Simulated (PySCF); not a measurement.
Ionisation energy of Kr(34+) by level of theory

Kr(34+) 1s2 (1S) → Kr(35+) 1s1 (2S), as a difference of total energies. All numbers are calculated (PySCF 2.14, the non-relativistic Hamiltonian (point nucleus), in an uncontracted even-tempered set (15 s from 50 bohr⁻², ratio 2.2; 7 p from 76 bohr⁻², ratio 2.4; 4 d from 230 bohr⁻², ratio 2.4; 3 f from 340 bohr⁻², ratio 2.4; 3 g from 520 bohr⁻², ratio 2.4)). Correlated levels: nothing frozen; virtual orbitals above 40 to 60 times the deepest correlated orbital energy dropped. The calculations carry no spin-orbit coupling.

| method | ionisation energy (eV) |
| --- | --- |
| UHF | 17023.7 |
| LDA | 16986.9 |
| PBE | 17018.8 |
| PBE0 | 17020.3 |
| r2SCAN | 17025.1 |
| M06-2X | 17024.5 |
| M06-L | 17029.3 |
| MP2 (all electrons) | 17025.0 |
| SCS-MP2 (all electrons) | 17025.2 |

The gap to the reference is mostly relativistic.

For comparison: 17296.4 eV (theoretical estimate listed by NIST; NIST Atomic Spectra Database, ionization energies).
